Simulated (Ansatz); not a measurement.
The cluster Cs₄⁻, 4 atoms. Hardware: 4 threads of Arm Neoverse V1 on a shared host.

In the def2 sets Cs takes a core potential; there is no spin–orbit coupling. Correlated methods freeze no core orbitals; core or outer-core shells of Cs are correlated, in sets that lack core-valence functions. In CCSD on the charge -1 doublet the largest single amplitude is 0.24, so its Hartree–Fock determinant may place the open shell otherwise than the density functionals do.

**Question.** How many basis functions does each of these Ansatz runs have, and roughly what does it cost? B3LYP/def2-TZVPD, charge -1 quartet, energy, from earlier orbitals; CAM-B3LYP/def2-TZVPD, charge -1 doublet, energy, from earlier orbitals; CCSD(T)/def2-TZVPD, charge -1 doublet, energy, from earlier orbitals; r2SCAN/def2-TZVPD, charge -1 doublet, energy, from earlier orbitals; r2SCAN/def2-TZVPD, charge -1 quartet, relaxation, 7 steps; PBE0/def2-TZVPD, charge -1 quartet, energy, from earlier orbitals; RPA@PBE/def2-TZVPD, charge -1 doublet, energy, from earlier orbitals; RPA@PBE/def2-TZVPD, charge -1 quartet, energy, from earlier orbitals; PBE/def2-SVPD, charge -1 doublet, energy, from earlier orbitals; BLYP/def2-TZVPD, charge -1 doublet, energy, from earlier orbitals; CAM-B3LYP/def2-TZVPD, charge -1 quartet, energy, from earlier orbitals; PBE/def2-TZVPD, charge 0 singlet at the geometry of the charge -1 doublet, energy, from earlier orbitals.

**Answer.** Other jobs shared the machine, so times can vary by a factor of up to 3. A dash marks memory too small to be measured apart from the calling script's.

| run | functions | fitting or Cholesky vectors | wall time | peak host memory (GiB) |
| --- | --- | --- | --- | --- |
| PBE/def2-TZVPD, charge 0 singlet at the geometry of the charge -1 doublet, energy, from earlier orbitals | 128 | 1236 | 3.1 s | – |
| BLYP/def2-TZVPD, charge -1 doublet, energy, from earlier orbitals | 128 | 1236 | 6.5 s | – |
| CAM-B3LYP/def2-TZVPD, charge -1 quartet, energy, from earlier orbitals | 128 | 1236 | 6.5 s | 0.59 |
| B3LYP/def2-TZVPD, charge -1 quartet, energy, from earlier orbitals | 128 | 1236 | 7 s | – |
| RPA@PBE/def2-TZVPD, charge -1 doublet, energy, from earlier orbitals | 128 | 1176 | 7.5 s | – |
| RPA@PBE/def2-TZVPD, charge -1 quartet, energy, from earlier orbitals | 128 | 1176 | 7.5 s | – |
| PBE/def2-SVPD, charge -1 doublet, energy, from earlier orbitals | 108 | 1132 | 7.5 s | – |
| CAM-B3LYP/def2-TZVPD, charge -1 doublet, energy, from earlier orbitals | 128 | 1236 | 14 s | 0.73 |
| r2SCAN/def2-TZVPD, charge -1 doublet, energy, from earlier orbitals | 128 | 1236 | 14 s | – |
| PBE0/def2-TZVPD, charge -1 quartet, energy, from earlier orbitals | 128 | 1236 | 23 s | 0.57 |
| r2SCAN/def2-TZVPD, charge -1 quartet, relaxation, 7 steps | 128 | 1236 | 46 s | – |
| CCSD(T)/def2-TZVPD, charge -1 doublet, energy, from earlier orbitals | 128 | 1176 | 2.1 min | 2.5 |
